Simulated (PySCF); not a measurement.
## Mayer bond orders and bond lengths

C7H9N3.
Atom-mapped SMILES: `[CH3:1][CH2:2][CH2:3][n:4]1[cH:5][cH:6][c:7]([C:8]#[N:9])[n:10]1` (hydrogens: H11, H12, H13 on C1; H14, H15 on C2; H16, H17 on C3; H18 on C5; H19 on C6)

Geometry (GFN2-xTB, Å), atoms numbered from 1 in this order:
```
atom  x, y, z in Å
C1    -2.182    0.629   -0.821
C2    -1.838   -0.791   -0.387
C3    -0.893   -0.814    0.819
N4     0.391   -0.257    0.492
C5     0.804    1.018    0.659
C6     2.075    1.104    0.146
C7     2.347   -0.202   -0.321
C8     3.531   -0.641   -0.936
N9     4.514   -0.957   -1.435
N10    1.306   -1.001   -0.098
H11   -1.288    1.167   -1.131
H12   -2.652    1.175   -0.005
H13   -2.871    0.609   -1.661
H14   -2.749   -1.325   -0.116
H15   -1.362   -1.325   -1.211
H16   -1.318   -0.241    1.646
H17   -0.731   -1.847    1.137
H18    0.185    1.756    1.127
H19    2.723    1.954    0.105
```

Bond orders from the PBE0/pcSseg-1 density (PySCF). Geometry: GFN2-xTB, one conformer, isolated molecule.

Question: Where do the orders between heavy atoms depart from those drawn in the SMILES?

Answer: The largest departure is 0.367, at N4–C5 (drawn aromatic, 1.133), counting aromatic bonds as 1.5. The bonds drawn aromatic range from 1.13 to 1.49.

Question: Give the Mayer order of every bond, beside its length.

Answer: 
```csv
bond,drawn as,length (Å),Mayer order
C1–C2,single,1.523,1.051
C2–C3,single,1.533,1.033
C3–N4,single,1.437,0.889
N4–C5,aromatic,1.350,1.133
C5–C6,aromatic,1.373,1.491
C6–C7,aromatic,1.413,1.242
C7–C8,single,1.405,1.015
C8–N9,triple,1.146,3.030
C7–N10,aromatic,1.331,1.419
N10–N4,aromatic,1.318,1.244
C1–H11,single,1.088,0.957
C1–H12,single,1.089,0.966
C1–H13,single,1.087,0.968
C2–H14,single,1.091,0.951
C2–H15,single,1.091,0.942
C3–H16,single,1.093,0.943
C3–H17,single,1.093,0.940
C5–H18,single,1.071,0.971
C6–H19,single,1.070,0.992
```

By pair of heavy elements: C–C: lowest C7–C8 (1.015, 1.405 Å), highest C5–C6 (1.491, 1.373 Å); in 2 of the 10 pairs the longer bond (by over 0.003 Å) has the higher order (by 0.02 or more). C–N: lowest C3–N4 (0.889, 1.437 Å), highest C8–N9 (3.030, 1.146 Å).

Question: Sum the orders of all bonds at each heavy atom with more than one neighbour and set the sums beside the valence in the SMILES.

Answer: C1 3.942 (drawn 4), C2 3.977 (drawn 4), C3 3.805 (drawn 4), N4 3.266 (drawn 3), C5 3.595 (drawn 4), C6 3.725 (drawn 4), C7 3.676 (drawn 4), C8 4.045 (drawn 4), N10 2.663 (drawn 3). Orders between atoms that aren't bonded are not in these sums.

The Mayer order sums products of elements of PS (density times overlap matrix) between the two atoms' basis functions, so it depends on the basis set.
